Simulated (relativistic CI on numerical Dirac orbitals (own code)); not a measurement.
**W3+ (5d3) in a crystal field**

Calculated by Dirac-Coulomb-Breit CI, orbitals from a KLI potential per configuration, a model potential for QED, valence Slater integrals scaled by 0.9, one configuration in a parametric crystal field (own radial code). With so little scaling, terms lie 10 to 35 % too far apart, which can change the order of excited levels.

Field parameters in Wybourne normalisation: Td as Oh with Dq negative (B⁴₀ = 21Dq, B⁴₄ = √(5/14) B⁴₀). The field is a parameter set, without covalency.

S is read from ⟨S²⟩ = S(S + 1).

Site symmetry Td; labels are those of the double group. Computed levels in cm⁻¹ above the lowest, in rising order:

| Δ (size of 10Dq) | Lowest | No. 2 | No. 3 | No. 4 | No. 5 | No. 6 | No. 7 | No. 8 |
| --- | --- | --- | --- | --- | --- | --- | --- | --- |
| 3100 | Γ8 | 2267 Γ7 | 3639 Γ8 | 6211 Γ6 | 6245 Γ8 | 6491 Γ7 | 8181 Γ6 | 8665 Γ8 |
| 5600 | Γ8 | 2072 Γ7 | 4004 Γ8 | 6207 Γ6 | 7408 Γ8 | 7917 Γ7 | 9296 Γ8 | 9355 Γ6 |
| 8100 | Γ8 | 2077 Γ7 | 4171 Γ8 | 6178 Γ6 | 8487 Γ8 | 9354 Γ8 | 9698 Γ7 | 11027 Γ6 |
| 10600 | Γ8 | 2308 Γ7 | 4410 Γ8 | 6338 Γ6 | 7385 Γ8 | 11101 Γ8 | 11642 Γ7 | 12727 Γ6 |
| 13100 | Γ8 | 2862 Γ7 | 4871 Γ8 | 6500 Γ8 | 6820 Γ6 | 13080 Γ8 | 13592 Γ7 | 14182 Γ6 |
| 15600 | Γ8 | 3878 Γ7 | 5587 Γ8 | 6578 Γ8 | 7771 Γ6 | 15138 Γ8 | 15497 Γ7 | 15588 Γ6 |
| 18050 | Γ8 | 5361 Γ7 | 6579 Γ8 | 7745 Γ8 | 9198 Γ6 | 17227 Γ6 | 17234 Γ8 | 17445 Γ7 |

Ground-state S against |10Dq| in cm⁻¹: 3100: 1.44, 5600: 1.43, 8100: 1.40, 10600: 1.34, 13100: 1.22, 15600: 1.05, 18050: 0.87.

No abrupt spin change occurs in this range.
